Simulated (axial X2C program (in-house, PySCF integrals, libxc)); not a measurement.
## Which molecule has these constants?

All values come from calculations with an in-house all-electron X2C program for linear molecules (integrals from PySCF), spin-free (one-electron X2C) or two-component (2c: spin–orbit coupling with atomic mean-field Coulomb and Gaunt terms, which also bring small scalar terms), in Dyall basis sets with cores contracted in-house; open shells are unrestricted.

A two-component PBE0 calculation in a Dyall 3-zeta basis gave Re = 2.355 Å, ωe = 365.9 cm⁻¹, dipole magnitude 3.89 D, Ω = 3.

Task: Which molecule is it?
A. LiV
B. LiFe
C. LiCo
D. LiK
E. LiZn

Result: C. The others have LiFe 2.330 Å and 376.8 cm⁻¹ (Ω = 3/2); LiK 3.378 Å and 206.9 cm⁻¹ (Ω = 0); LiV 2.658 Å and 284.6 cm⁻¹ (Ω = 4); LiZn 2.934 Å and 163.0 cm⁻¹ (Ω = 1/2).

Each entry is the lowest single determinant of a limited PBE0 search at one distance. De goes to single-determinant-based atoms at the same level (for ions the charge split of lowest energy) and is withheld (n/a) where an atom does not fit its ground term or J level. Main or longest-lived isotopes. One determinant is a doubtful description, or other states lie close, for LiCo, LiFe, LiV; these need not be ground states, and all values refer to the states named. Some open-shell Ω = 0 determinants are out of reach, so the Ω given for LiV need not be the lowest component. With several unpaired electrons the Ω given is that of one determinant, not necessarily of the lowest component. The functionals have no current term, which raises determinants with orbital currents.
